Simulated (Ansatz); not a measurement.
A structure relaxed at PBE-D4/def2-SVPD in Ansatz, charge -1, doublet:

Cartesian coordinates in Å:
```
W -0.653 0.169 -0.881
W 0.934 -0.554 1.217
O 1.337 -0.382 -0.604
O -0.930 -0.600 1.036
O 1.733 0.395 2.449
O -1.407 -0.887 -2.064
O -1.013 1.858 -1.155
```

Problem. Give its formula and point group.

Solution. the cluster W2O5⁻. Point group Cs (tolerance 0.1 Å).

Problem. Summarise the bond lengths by kind (pairs closer than 1.2 times the sum of covalent radii, bridged metal pairs left out).

Solution. 7 × O–W 1.75 to 2.08 Å.

In the def2 sets W takes a core potential; there is no spin–orbit coupling. The relaxation made no stability test and no search for a lower SCF solution. No other spin state of charge -1 was run. Another isomer (doublet) lies 0.32 eV lower at PBE0-D4/def2-TZVPD; other spin states weren't run for this one.
